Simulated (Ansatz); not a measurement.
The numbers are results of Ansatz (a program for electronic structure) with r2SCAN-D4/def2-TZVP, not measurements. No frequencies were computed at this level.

Ansatz 0.2 input:
```yaml
crystal:
  periodic: [false, false, false]
  atoms:
    - { symbol: O, position_ang: [-1.294291, 0.762211, -0.872482] }
    - { symbol: C, position_ang: [-0.846236, -0.090868, 0.174174] }
    - { symbol: Si, position_ang: [1.044152, -0.359948, 0.092981] }
    - { symbol: H, position_ang: [-0.85486, 1.613694, -0.783726] }
    - { symbol: H, position_ang: [-1.169047, 0.308312, 1.14517] }
    - { symbol: H, position_ang: [-1.384297, -1.028127, 0.0242] }
    - { symbol: H, position_ang: [1.677046, 0.955081, 0.257003] }
    - { symbol: H, position_ang: [1.437891, -1.255165, 1.179317] }
    - { symbol: H, position_ang: [1.389644, -0.905189, -1.216639] }
basis:
  gaussian: { orbitals: def2-tzvp }
hamiltonian:
  xc: r2scan
  dispersion: d4
relax:
  max_steps: 150
```

Output:

```
Functional definition: r2SCAN
847 factors; their error is unknown
mean field evaluation 1: about -11051.7704 eV, gradient 5.5e1 eV
mean field evaluation 2: about -11040.4037 eV, gradient 9.2e1 eV
mean field evaluation 4: about -11057.8151 eV, gradient 6.4e0 eV
mean field evaluation 8: about -11057.8982 eV, gradient 5.5e-2 eV
mean field evaluation 16: about -11057.8785 eV, gradient 2.5e-5 eV
mean field -11057.87847181 eV, -406.3695385397 hartree, gradient 2.5e-5 eV, S^2 0.000000; 0 other end points of the search recorded, 0 dependent functions left out
reference -11057.87848355 eV, -406.3695389713 hartree; 17, 17 occupied and 118, 118 virtual orbitals, 847 factors
relax step   1: F+E_penalty+E_count = -11057.90984098 eV  Δ(F+E_penalty+E_count) = +0.000e0 eV  max|allowed force component| = 9.406e-1 eV/Å  Δτ_max = 0.0000 Å  (27 SCF iters, accepted)
these checks for a lower state are left out or cut short: starts, cluster_reference, orbital_swaps, neighbouring_geometries, increment
847 factors; their error is unknown
mean field -11057.90947398 eV, -406.3706778485 hartree, gradient 1.7e-5 eV, S^2 0.000000; 0 other end points of the search recorded, 0 dependent functions left out
reference -11057.90948575 eV, -406.3706782811 hartree; 17, 17 occupied and 118, 118 virtual orbitals, 847 factors
relax step   2: F+E_penalty+E_count = -11057.94080425 eV  Δ(F+E_penalty+E_count) = -3.096e-2 eV  max|allowed force component| = 2.434e-1 eV/Å  Δτ_max = 0.0415 Å  (29 SCF iters, accepted)
these checks for a lower state are left out or cut short: starts, cluster_reference, orbital_swaps, neighbouring_geometries, increment
847 factors; their error is unknown
mean field -11057.91241548 eV, -406.3707859465 hartree, gradient 1.7e-5 eV, S^2 0.000000; 0 other end points of the search recorded, 0 dependent functions left out
reference -11057.91242725 eV, -406.3707863791 hartree; 17, 17 occupied and 118, 118 virtual orbitals, 847 factors
relax step   3: F+E_penalty+E_count = -11057.94376928 eV  Δ(F+E_penalty+E_count) = -2.965e-3 eV  max|allowed force component| = 9.556e-2 eV/Å  Δτ_max = 0.0163 Å  (30 SCF iters, accepted)
these checks for a lower state are left out or cut short: starts, cluster_reference, orbital_swaps, neighbouring_geometries, increment
847 factors; their error is unknown
mean field evaluation 32: about -11057.9311 eV, gradient 7.1e-1 eV
mean field -11057.91300886 eV, -406.3708077531 hartree, gradient 1.7e-5 eV, S^2 0.000000; 0 other end points of the search recorded, 0 dependent functions left out
reference -11057.91302063 eV, -406.3708081854 hartree; 17, 17 occupied and 118, 118 virtual orbitals, 847 factors
relax step   4: F+E_penalty+E_count = -11057.94436750 eV  Δ(F+E_penalty+E_count) = -5.982e-4 eV  max|allowed force component| = 2.356e-2 eV/Å  Δτ_max = 0.0142 Å  (29 SCF iters, accepted)
these checks for a lower state are left out or cut short: starts, cluster_reference, orbital_swaps, neighbouring_geometries, increment
847 factors; their error is unknown
mean field -11057.91351978 eV, -406.3708265290 hartree, gradient 1.6e-5 eV, S^2 0.000000; 0 other end points of the search recorded, 0 dependent functions left out
reference -11057.91353154 eV, -406.3708269612 hartree; 17, 17 occupied and 118, 118 virtual orbitals, 847 factors
relax step   5: F+E_penalty+E_count = -11057.94487830 eV  Δ(F+E_penalty+E_count) = -5.108e-4 eV  max|allowed force component| = 4.682e-2 eV/Å  Δτ_max = 0.0259 Å  (28 SCF iters, accepted)
these checks for a lower state are left out or cut short: starts, cluster_reference, orbital_swaps, neighbouring_geometries, increment
847 factors; their error is unknown
mean field -11057.91362913 eV, -406.3708305473 hartree, gradient 1.6e-5 eV, S^2 0.000000; 0 other end points of the search recorded, 0 dependent functions left out
reference -11057.91364088 eV, -406.3708309794 hartree; 17, 17 occupied and 118, 118 virtual orbitals, 847 factors
relax step   6: F+E_penalty+E_count = -11057.94498871 eV  Δ(F+E_penalty+E_count) = -1.104e-4 eV  max|allowed force component| = 2.231e-2 eV/Å  Δτ_max = 0.0129 Å  (29 SCF iters, accepted)
these checks for a lower state are left out or cut short: starts, cluster_reference, orbital_swaps, neighbouring_geometries, increment
847 factors; their error is unknown
mean field -11057.91365168 eV, -406.3708313761 hartree, gradient 1.6e-5 eV, S^2 0.000000; 0 other end points of the search recorded, 0 dependent functions left out
reference -11057.91366344 eV, -406.3708318082 hartree; 17, 17 occupied and 118, 118 virtual orbitals, 847 factors
relax step   7: F+E_penalty+E_count = -11057.94501114 eV  Δ(F+E_penalty+E_count) = -2.243e-5 eV  max|allowed force component| = 3.221e-3 eV/Å  Δτ_max = 0.0036 Å  (30 SCF iters, accepted)
847 factors; their error is unknown
mean field evaluation 64: about -11057.9137 eV, gradient 5.4e-3 eV
mean field -11057.91365168 eV, -406.3708313761 hartree, gradient 1.6e-5 eV, S^2 0.000000; 1 other end points of the search recorded, 0 dependent functions left out
reference -11057.91366344 eV, -406.3708318082 hartree; 17, 17 occupied and 118, 118 virtual orbitals, 847 factors
Total energy: -11057.94502290 eV, -406.3719842472 hartree
Atom 0 at    -1.298260     0.811749    -0.868209 Å, force     0.003070     0.000275     0.003221 eV/Å
Atom 1 at    -0.858090    -0.090848     0.157767 Å, force    -0.001981    -0.000097    -0.001981 eV/Å
Atom 2 at     1.014103    -0.361095     0.092936 Å, force    -0.000344    -0.000484     0.000786 eV/Å
Atom 3 at    -0.852769     1.655436    -0.729462 Å, force    -0.001016    -0.000442    -0.002072 eV/Å
Atom 4 at    -1.177176     0.248608     1.154099 Å, force     0.000182    -0.000869     0.000125 eV/Å
Atom 5 at    -1.380773    -1.032808    -0.029019 Å, force     0.000933     0.001090     0.000770 eV/Å
Atom 6 at     1.674645     0.970016     0.192419 Å, force    -0.000497     0.001067    -0.000374 eV/Å
Atom 7 at     1.473739    -1.212459     1.223172 Å, force    -0.000244    -0.000669     0.000894 eV/Å
Atom 8 at     1.404582    -0.988597    -1.193705 Å, force    -0.000102     0.000128    -0.001369 eV/Å
Dipole moment:     0.084392     0.083152     0.228067 e Å
```

Cost: about 30 core-seconds (a rough figure).
